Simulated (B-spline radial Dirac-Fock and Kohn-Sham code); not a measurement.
**Core and valence levels of Sn¹³⁺**

System: Sn¹³⁺, configuration [Kr] 4d1; nuclear rms radius 4.6519 fm (A = 120).

The computed values come from a radial B-spline solver: Dirac-Fock (average of configuration) total-energy differences with a finite nucleus, the Breit interaction including its frequency dependence, and self-energy and vacuum-polarisation corrections. No correlation. Energies are counted from the vacuum level.

All terms are in eV, carry their sign (relaxation lowers the binding energy) and add up to the binding energy; ⟨r⟩ is the mean radius of the orbital in the initial state.

| subshell | −ε (Koopmans) | relaxation | Breit | QED | binding energy | ⟨r⟩ (bohr) |
| --- | --- | --- | --- | --- | --- | --- |
| K | 29662.7 | -54.57 | -63.91 | -32.29 | 29511.9 | 0.029 |
| L1 | 4819.7 | -24.59 | -5.96 | -3.99 | 4785.1 | 0.125 |
| L2 | 4508.7 | -27.89 | -9.99 | 0.32 | 4471.1 | 0.106 |
| L3 | 4277.0 | -26.77 | -6.60 | -0.12 | 4243.5 | 0.111 |
| M1 | 1197.7 | -6.48 | -0.89 | -0.81 | 1189.5 | 0.336 |
| M2 | 1070.5 | -6.89 | -1.57 | 0.07 | 1062.1 | 0.327 |
| M3 | 1026.4 | -6.52 | -0.93 | -0.02 | 1019.0 | 0.337 |
| M4 | 803.9 | -7.86 | -0.50 | 0.08 | 795.6 | 0.309 |
| M5 | 794.9 | -7.70 | -0.24 | 0.06 | 787.1 | 0.313 |
| N1 | 413.7 | -0.82 | -0.19 | -0.18 | 412.6 | 0.766 |
| N2 | 363.6 | -0.82 | -0.32 | 0.02 | 362.5 | 0.791 |
| N3 | 353.9 | -0.77 | -0.18 | 0.00 | 353.0 | 0.810 |
| N4,5 | 282.1 | -0.62 | -0.04 | 0.02 | 281.5 | 0.867 |

For the deepest level, K (1s), the Breit terms make up -0.217 % of the binding energy, QED -0.109 % and orbital relaxation -0.185 %.

Spin-orbit splittings: 2p 227.6 eV, 3p 43.09 eV, 3d 8.58 eV, 4p 9.52 eV.

Going to the tabulated ground configuration of the next ion removes an electron from N4,5 (4d), computed at 281.5 eV. NIST lists 282 ± 3 eV as the ionisation energy of this species (theoretical), +0.50 eV from the computed value, within the stated uncertainty.
